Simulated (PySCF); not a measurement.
PySCF input file for C2H8BFN2, SMILES B([C@@H](F)C)(N)N, TDA-LC-ωPBE/def2-SVPD. Coordinates come from a r2SCAN-D4/def2-SVP optimisation. The structure was generated by enumeration; whether it is a known compound was not checked. Other conformers were not sampled.

```python
import numpy as np
from pyscf import gto, scf, dft, tdscf

mol = gto.M(
    atom='''
    C     1.75635970   -0.35157994    0.64147980
    C     0.74740644    0.06674694   -0.41267906
    F     0.85746418    1.46484220   -0.58276168
    B    -0.76423646   -0.30143871   -0.03431744
    N    -1.13622799   -1.66394740    0.09137150
    N    -1.64595929    0.77530240    0.18721979
    H     1.51663626    0.11653429    1.60960047
    H     2.77846240   -0.05347530    0.35708244
    H     1.74095917   -1.44393868    0.78321232
    H     1.02654748   -0.38453612   -1.38646934
    H    -0.50186620   -2.42692899   -0.10008290
    H    -2.06994917   -1.97371658    0.32797471
    H    -1.31123612    1.72295085    0.06705347
    H    -2.62283508    0.69623732    0.43512753
    ''',
    basis='def2-SVPD',
    charge=0,
    spin=0,
    max_memory=1600,
    verbose=4,
)
mf = dft.RKS(mol, xc='lc_wpbe').density_fit(auxbasis='def2-universal-jkfit')
mf.grids.level = 3
mf.conv_tol = 1e-9
mf.max_cycle = 100
mf.kernel()
mf.grids = dft.Grids(mol).set(level=1).build(with_non0tab=True)  # coarser grid for the response kernel
td = tdscf.TDA(mf)
td.singlet = True
td.nstates = 10
td.conv_tol = 1e-4
td.positive_eig_threshold = 1e-6
td.kernel(x0=td.get_init_guess(mf, 15))
td.analyze()
tt = tdscf.TDA(mf)
tt.singlet = False
tt.nstates = 4
tt.conv_tol = 1e-4
tt.positive_eig_threshold = 1e-6
tt.kernel(x0=tt.get_init_guess(mf, 9))
tt.analyze(verbose=3)
```

Output:

```
PySCF version 2.14.0

[INPUT] verbose = 4
[INPUT] num. atoms = 14
[INPUT] num. electrons = 48
[INPUT] charge = 0
[INPUT] spin (= nelec alpha-beta = 2S) = 0
[INPUT] symmetry False subgroup None
[INPUT] Mole.unit = angstrom
[INPUT] Symbol           X                Y                Z      unit          X                Y                Z       unit  Magmom
[INPUT]  1 C      1.756359700000  -0.351579940000   0.641479800000 AA    3.319038809223  -0.664389797491   1.212221136441 Bohr   0.0
[INPUT]  2 C      0.747406440000   0.066746940000  -0.412679060000 AA    1.412393475336   0.126133436253  -0.779850400743 Bohr   0.0
[INPUT]  3 F      0.857464180000   1.464842200000  -0.582761680000 AA    1.620372461825   2.768150573705  -1.101259971091 Bohr   0.0
[INPUT]  4 B     -0.764236460000  -0.301438710000  -0.034317440000 AA   -1.444197603807  -0.569636605242  -0.064850562896 Bohr   0.0
[INPUT]  5 N     -1.136227990000  -1.663947400000   0.091371500000 AA   -2.147159716165  -3.144404871682   0.172667110591 Bohr   0.0
[INPUT]  6 N     -1.645959290000   0.775302400000   0.187219790000 AA   -3.110412270284   1.465109199718   0.353794128199 Bohr   0.0
[INPUT]  7 H      1.516636260000   0.116534290000   1.609600470000 AA    2.866027161985   0.220217892221   3.041704058271 Bohr   0.0
[INPUT]  8 H      2.778462400000  -0.053475300000   0.357082440000 AA    5.250532983402  -0.101053671429   0.674788015491 Bohr   0.0
[INPUT]  9 H      1.740959170000  -1.443938680000   0.783212320000 AA    3.289936025350  -2.728648645866   1.480056782185 Bohr   0.0
[INPUT] 10 H      1.026547480000  -0.384536120000  -1.386469340000 AA    1.939893591062  -0.726667951803  -2.620047332706 Bohr   0.0
[INPUT] 11 H     -0.501866200000  -2.426928990000  -0.100082900000 AA   -0.948389669176  -4.586231114867  -0.189129270752 Bohr   0.0
[INPUT] 12 H     -2.069949170000  -1.973716580000   0.327974710000 AA   -3.911637023071  -3.729783783713   0.619782377684 Bohr   0.0
[INPUT] 13 H     -1.311236120000   1.722950850000   0.067053470000 AA   -2.477877151437   3.255905232587   0.126712694002 Bohr   0.0
[INPUT] 14 H     -2.622835080000   0.696237320000   0.435127530000 AA   -4.956439971102   1.315697852501   0.822271860958 Bohr   0.0

nuclear repulsion = 237.635901504506
number of shells = 81
number of NR pGTOs = 263
number of NR cGTOs = 187
basis = def2-SVPD
ecp = {}


******** <class 'pyscf.df.df_jk.DFRKS'> ********
method = DFRKS
initial guess = minao
damping factor = 0
level_shift factor = 0
DIIS = <class 'pyscf.scf.diis.CDIIS'>
diis_start_cycle = 1
diis_space = 8
diis_damp = 0
SCF conv_tol = 1e-09
SCF conv_tol_grad = None
SCF max_cycles = 100
direct_scf = False
XC library pyscf.dft.libxc version 7.1.2
    S. Lehtola, C. Steigemann, M. J. T. Oliveira, and M. A. L. Marques,  SoftwareX 7, 1–5 (2018)
XC functionals = lc_wpbe
    O. A. Vydrov and G. E. Scuseria,  J. Chem. Phys. 125, 234109 (2006)
radial grids:
    Treutler-Ahlrichs [JCP 102, 346 (1995); DOI:10.1063/1.469408] (M4) radial grids

becke partition: Becke, JCP 88, 2547 (1988); DOI:10.1063/1.454033
pruning grids: <function nwchem_prune>
grids dens level: 3
symmetrized grids: False
atomic radii adjust function: <function treutler_atomic_radii_adjust>
small_rho_cutoff = 0
Set gradient conv threshold to 3.16228e-05
Initial guess from minao.
tot grids = 162816
Create RSH-DF object <pyscf.df.df.DF object> for omega=0.4
******** <class 'pyscf.df.df.DF'> ********
auxbasis = auxmol.basis = def2-universal-jkfit
init E= -315.527135161792
  HOMO = -0.314469115428461  LUMO = 0.0307686622090877  gap/eV = 9.39440
cycle= 1 E= -314.852938480706  delta_E= 0.674  |g|= 0.605  |ddm|= 4.98
  HOMO = -0.308922535439016  LUMO = 0.0647707414554715  gap/eV = 10.16871
cycle= 2 E= -314.877293835506  delta_E= -0.0244  |g|= 0.587  |ddm|= 1.11
  HOMO = -0.362338945091534  LUMO = 0.0631708730310643  gap/eV = 11.57871
cycle= 3 E= -314.93341828167  delta_E= -0.0561  |g|= 0.065  |ddm|= 0.499
  HOMO = -0.369451792287774  LUMO = 0.0632816949621851  gap/eV = 11.77528
cycle= 4 E= -314.934226338988  delta_E= -0.000808  |g|= 0.0311  |ddm|= 0.108
  HOMO = -0.363121517082822  LUMO = 0.0640714918322809  gap/eV = 11.62451
cycle= 5 E= -314.934433494123  delta_E= -0.000207  |g|= 0.00733  |ddm|= 0.0479
  HOMO = -0.364079836608745  LUMO = 0.0639397100471943  gap/eV = 11.64701
cycle= 6 E= -314.934445774534  delta_E= -1.23e-05  |g|= 0.00129  |ddm|= 0.0137
  HOMO = -0.364183724993178  LUMO = 0.0639050476372081  gap/eV = 11.64889
cycle= 7 E= -314.934446428894  delta_E= -6.54e-07  |g|= 0.000383  |ddm|= 0.00471
  HOMO = -0.364181218053084  LUMO = 0.0639070590724935  gap/eV = 11.64888
cycle= 8 E= -314.934446893564  delta_E= -4.65e-07  |g|= 8.1e-05  |ddm|= 0.00158
  HOMO = -0.364177856375508  LUMO = 0.0639071736718027  gap/eV = 11.64879
cycle= 9 E= -314.934446896707  delta_E= -3.14e-09  |g|= 3.42e-05  |ddm|= 0.000416
  HOMO = -0.364180502553053  LUMO = 0.0639066602291432  gap/eV = 11.64885
cycle= 10 E= -314.934446897087  delta_E= -3.8e-10  |g|= 7.61e-06  |ddm|= 0.000104
  HOMO = -0.364180231893421  LUMO = 0.06390676427048  gap/eV = 11.64884
Extra cycle  E= -314.934446897109  delta_E= -2.16e-11  |g|= 5.73e-06  |ddm|= 3.25e-05
converged SCF energy = -314.934446897109
tot grids = 50856
Overwritten attributes  positive_eig_threshold  of <class 'pyscf.tdscf.rks.TDA'>


******** <class 'pyscf.tdscf.rks.TDA'> for <class 'pyscf.df.df_jk.DFRKS'> ********
nstates = 10 singlet
deg_eia_thresh = 1.000e-03
wfnsym = None
conv_tol = 0.0001
eigh lindep = 1e-12
eigh level_shift = 0
eigh max_cycle = 100


Excitation energies (eV)
[6.80996746 7.8471678  8.39605471 8.48663665 8.58552952 8.93863952
 9.14148346 9.32628705 9.34621266 9.36122385]

** Singlet excitation energies and oscillator strengths **
Excited State   1:      6.80997 eV    182.06 nm  f=0.0004
      22 -> 27       -0.10179
      24 -> 25       -0.65707
      24 -> 26       -0.11133
Excited State   2:      7.84717 eV    158.00 nm  f=0.0740
      21 -> 25       -0.16601
      22 -> 25        0.30091
      24 -> 26        0.28486
      24 -> 27        0.47571
      24 -> 28        0.13110
      24 -> 31       -0.11443
Excited State   3:      8.39605 eV    147.67 nm  f=0.2071
      24 -> 26       -0.33085
      24 -> 27        0.19057
      24 -> 28       -0.11053
      24 -> 29       -0.28162
      24 -> 31       -0.19432
      24 -> 32       -0.39665
      24 -> 33        0.10979
      24 -> 35        0.11138
Excited State   4:      8.48664 eV    146.09 nm  f=0.0636
      24 -> 26        0.19418
      24 -> 27       -0.17241
      24 -> 28        0.26171
      24 -> 29       -0.50568
      24 -> 31        0.15707
      24 -> 36        0.10186
Excited State   5:      8.58553 eV    144.41 nm  f=0.0176
      23 -> 25        0.56545
      23 -> 26       -0.24402
      23 -> 27        0.19436
      23 -> 28       -0.15686
      23 -> 29       -0.10649
Excited State   6:      8.93864 eV    138.71 nm  f=0.0202
      23 -> 25       -0.10502
      23 -> 26       -0.31667
      23 -> 27       -0.16115
      23 -> 28        0.16580
      23 -> 29       -0.42915
      23 -> 31       -0.11292
      23 -> 32       -0.28649
Excited State   7:      9.14148 eV    135.63 nm  f=0.0049
      22 -> 25       -0.16346
      22 -> 26       -0.15840
      24 -> 27        0.20645
      24 -> 28       -0.10446
      24 -> 30        0.42755
      24 -> 31        0.29301
      24 -> 38       -0.11047
Excited State   8:      9.32629 eV    132.94 nm  f=0.0129
      23 -> 25        0.29018
      23 -> 27       -0.45595
      23 -> 29        0.13522
      23 -> 31       -0.11658
      23 -> 32        0.12691
      23 -> 33       -0.26647
Excited State   9:      9.34621 eV    132.66 nm  f=0.0192
      22 -> 25        0.49927
      22 -> 26       -0.11789
      22 -> 27        0.12751
      22 -> 28       -0.11762
      24 -> 27       -0.18968
      24 -> 31        0.16486
      24 -> 32       -0.17790
Excited State  10:      9.36122 eV    132.44 nm  f=0.0019
      21 -> 27        0.10574
      22 -> 25        0.18365
      22 -> 27       -0.18181
      24 -> 26       -0.10062
      24 -> 27       -0.13193
      24 -> 28       -0.13577
      24 -> 29       -0.13463
      24 -> 30        0.33382
      24 -> 32        0.32786
      24 -> 34       -0.12149
      24 -> 35        0.10394
      24 -> 36       -0.10693

** Transition electric dipole moments (AU) **
state          X           Y           Z        Dip. S.      Osc.
  1         0.0078      0.0206      0.0435      0.0024      0.0004
  2         0.1564      0.0778      0.5955      0.3851      0.0740
  3         0.2563     -0.9673      0.0721      1.0066      0.2071
  4         0.1083     -0.5339     -0.0951      0.3058      0.0636
  5         0.0632     -0.2167     -0.1805      0.0835      0.0176
  6        -0.2390      0.0963     -0.1605      0.0922      0.0202
  7        -0.0291     -0.0343     -0.1407      0.0218      0.0049
  8         0.1600      0.1600      0.0737      0.0566      0.0129
  9         0.2092     -0.0857      0.1806      0.0837      0.0192
 10         0.0445      0.0535      0.0596      0.0084      0.0019

** Transition velocity dipole moments (imaginary part, AU) **
state          X           Y           Z        Dip. S.      Osc.
  1         0.0053      0.0053      0.0150      0.0003      0.0007
  2         0.0575      0.0162      0.1962      0.0421      0.0973
  3         0.0515     -0.1852      0.0309      0.0379      0.0819
  4         0.0173     -0.1021     -0.0336      0.0119      0.0253
  5         0.0119     -0.0370     -0.0237      0.0021      0.0044
  6        -0.0459      0.0265      0.0049      0.0028      0.0057
  7        -0.0091     -0.0110     -0.0490      0.0026      0.0052
  8         0.0874      0.0380     -0.0258      0.0098      0.0190
  9         0.0634     -0.0182      0.0483      0.0067      0.0130
 10         0.0147      0.0081      0.0167      0.0006      0.0011

** Transition magnetic dipole moments (imaginary part, AU) **
state          X           Y           Z
  1         0.7966      0.1087     -0.2501
  2         0.1711     -0.8032     -0.0454
  3         0.0452     -0.2118     -0.1846
  4         0.2652      0.1903     -0.1881
  5        -0.0602      0.2705     -0.4563
  6         0.2724     -0.3454      0.2618
  7        -0.2968      0.1491      0.0757
  8         0.2765      0.3074      0.4336
  9        -0.2770     -0.1454      0.2109
 10        -0.1441     -0.1239      0.0242


******** <class 'pyscf.tdscf.rks.TDA'> for <class 'pyscf.df.df_jk.DFRKS'> ********
nstates = 4 triplet
deg_eia_thresh = 1.000e-03
wfnsym = None
conv_tol = 0.0001
eigh lindep = 1e-12
eigh level_shift = 0
eigh max_cycle = 100


Excitation energies (eV)
[6.52705946 6.94998711 7.40730596 8.1086121 ]

** Triplet excitation energies and oscillator strengths **
Excited State   1:      6.52706 eV    189.95 nm  f=0.0000
Excited State   2:      6.94999 eV    178.39 nm  f=0.0000
Excited State   3:      7.40731 eV    167.38 nm  f=0.0000
Excited State   4:      8.10861 eV    152.90 nm  f=0.0000
```

Self-consistency was reached.
